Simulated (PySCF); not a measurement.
# Electronic structure of Br³⁺ (bromine, charge +3) at the UHF level

Configuration: [Ar] 3d10 4s2 4p2, high-spin 3P determinant. Computed with PySCF 2.14 in cc-pVDZ-DK, with scalar relativity by spin-free X2C-1e.

```
Total energy                                                  : -2601.887616 hartree
One-electron energy                                           : -3574.2749 hartree
Hartree (Coulomb) energy                                      : 1062.5676 hartree
Exchange energy                                               : -90.1803 hartree
⟨S²⟩                                                          : 2.0061
⟨L²⟩                                                          : 2.018
Sum of ⟨r⟩                                                    : 18.46 bohr
Sum of ⟨r²⟩                                                   : 20.19 bohr²
Traceless quadrupole moment −½Σ⟨3z² − r²⟩ along its main axis : 1.44 e·bohr²
Langevin diamagnetic susceptibility                           : -16.0 ×10⁻⁶ cm³/mol
Time after the integrals                                      : 0.05 s of wall time on 1 thread of Neoverse-V2 (shared host)
```

| shell | electrons | mean orbital energy (hartree) | spread (hartree) | rms radius, mean of both spins (bohr) |
| --- | --- | --- | --- | --- |
| 1s α | 1 | -499.65101 | 0 | 0.0492 |
| 1s β | 1 | -499.63919 | 0 | 0.0492 |
| 2s α | 1 | -68.54306 | 0 | 0.205 |
| 2s β | 1 | -68.53571 | 0 | 0.205 |
| 2p α | 3 | -60.45075 | 0.00495 | 0.183 |
| 2p β | 3 | -60.43667 | 0.01081 | 0.183 |
| 3s α | 1 | -11.62513 | 0 | 0.587 |
| 3s β | 1 | -11.60172 | 0 | 0.587 |
| 3p α | 3 | -8.97602 | 0.00342 | 0.607 |
| 3p β | 3 | -8.94514 | 0.03304 | 0.607 |
| 3d α | 5 | -4.57294 | 0.01823 | 0.648 |
| 3d β | 5 | -4.55555 | 0.03268 | 0.648 |
| 4s α | 1 | -2.32942 | 0 | 1.67 |
| 4s β | 1 | -2.08192 | 0 | 1.67 |
| 4p α | 2 | -1.71245 | 0 | 1.90 |

Densities and radii are taken from the X2C orbitals without a picture-change correction, which distorts them close to the nucleus.
